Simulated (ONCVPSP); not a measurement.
## Potentials for Se (Z = 34) compared

Generated with ld1.x 7.5 (TM, RRKJ, ultrasoft, PAW), atompaw 4.2 or ONCVPSP 4.0.1. The cutoff is in Ry: for ld1.x and atompaw files where the sum of valence levels is converged to 10 mRy in a Bessel basis, for ONCV files where the hardest occupied wave has 1 mHa per electron of residual kinetic energy. The error is the largest all-electron minus pseudo excitation energy over each file’s own four to seven test configurations (ionisations up to +4, promotions, holes and added fractions of an electron), all of which were solved. The labels leave out finer settings (local radius, basis sizes, second energies), which also bear on the numbers. Spin-polarised tests are not counted. The rows are a selection from randomly drawn settings: files with unsolved tests, undetermined cutoffs or missed reference levels are left out.

A true bound ghost makes a file unfit for plane-wave use even where its test errors are small: the radial tests pick states by their node count and pass the ghost by.

```csv
potential,cutoff (Ry),largest error (meV),bound ghosts
"ONCV, PBEsol, fully relativistic, rc 1.05/1.05/1.20 (spd), local smoothed, core correction yes, reference 3s2 3p6 3d10 4s2 4p4, qcut 15.1/13.2/11.5, projectors 2/2/2",136,-3.1,none
"ONCV, PBEsol, fully relativistic, rc 1.05/1.10/0.90 (spd), local smoothed, core correction yes, reference 3s2 3p6 3d10 4s2 4p4, qcut 11.3/15.1/18.2, projectors 2/2/1",264,+63,none
"ONCV, PW91, scalar-relativistic, rc 1.00/0.90/1.05/0.90 (spdf), local f, core correction yes, reference 3s2 3p6 3d10 4s1 4p5, qcut 15.2/12.3/13.6/11.4, projectors 2/2/2/0",162,+362,none
"ONCV, LDA (Perdew-Wang 92), scalar-relativistic, rc 1.35/1.85 (sp), local smoothed, core correction no, reference 4s1.75 4p4.25, qcut 4.6/4.3, projectors 2/2",23,+30,none
"ONCV, PBE, scalar-relativistic, rc 1.15/1.95/2.05 (spd), local smoothed, core correction yes, reference 4s2 4p3.5, qcut 5.6/4.2/4.6, projectors 3/2/1",183,-76,s
```

Problem. Fill in the row for Se: ONCV, PBE, scalar-relativistic, rc 1.35/1.45/1.00 (spd), local smoothed, core correction yes, reference 3d10 4s2 4p3, qcut 4.5/5.1/17, projectors 3/2/3.

Solution. cutoff 225 Ry, largest error -569 meV, bound ghosts: s.
